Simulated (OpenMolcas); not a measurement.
**C+, Si+, Ge+, Sn+, Pb+: ns² np down the group**

```json
{"Program": "OpenMolcas 26.06", "Method": "SS-RASPT2, IPEA 0.25 Eh, imaginary shift 0.1 Eh", "Basis": "ANO-R2", "Scalar Hamiltonian": "X2C, finite nucleus", "Spin-orbit coupling": "state interaction with AMFI integrals over the reference wave functions, term energies averaged over their components"}
```

Active space for each ion: 3 electrons in 9 orbitals (RAS2 s p; RAS3 d, at most 2 electrons); closed shells correlated by CASPT2: C+ 1s; Si+ 2s 2p; Ge+ 3d; Sn+ 4d; Pb+ 5d.

Computed levels in cm-1 above ²P°_1/2:

```json
{"Level": "²P°_3/2", "C+": "55.7", "Si+": "257", "Ge+": "1608", "Sn+": "3740", "Pb+": "12480"}
{"Level": "weight of ²P° in the lowest level (%)", "C+": "100", "Si+": "100", "Ge+": "100", "Sn+": "100", "Pb+": "100"}
```

Measured, with the error of the calculation in %. Measured levels: C+, Si+, Ge+, Sn+, Pb+ from NIST Handbook of Basic Atomic Spectroscopic Data.

```tsv
Level	C+	Si+	Ge+	Sn+	Pb+
²P°_3/2	63.4 (-12.2)	287 (-10.5)	1767 (-9.0)	4251 (-12.1)	14081 (-11.4)
```

The fine-structure level ²P°_3/2 changes by a factor of 224 from C+ to Pb+.

Active for correlation alone: 3d; no level in the range computed is led by a configuration that fills it, so any true level of that kind is missing (holds for C+; Si+). Some high roots are left out of the spin-orbit mixing, which shifts the levels that they would mix with (holds for Ge+; Pb+). Active for correlation alone: 4d; no level in the range computed is led by a configuration that fills it, so any true level of that kind is missing (holds for Ge+). Active for correlation alone: 5d; no level in the range computed is led by a configuration that fills it, so any true level of that kind is missing (holds for Sn+). Active for correlation alone: 6d; no level in the range computed is led by a configuration that fills it, so any true level of that kind is missing (holds for Pb+). Computed and measured levels are paired by configuration, term and J; levels that our copy of the source lacks, or whose pairing is in doubt (as where it misses far off the trend of its configuration), stay unpaired and out of the deviations. Levels of configurations outside the active space are missing.

° marks odd parity.
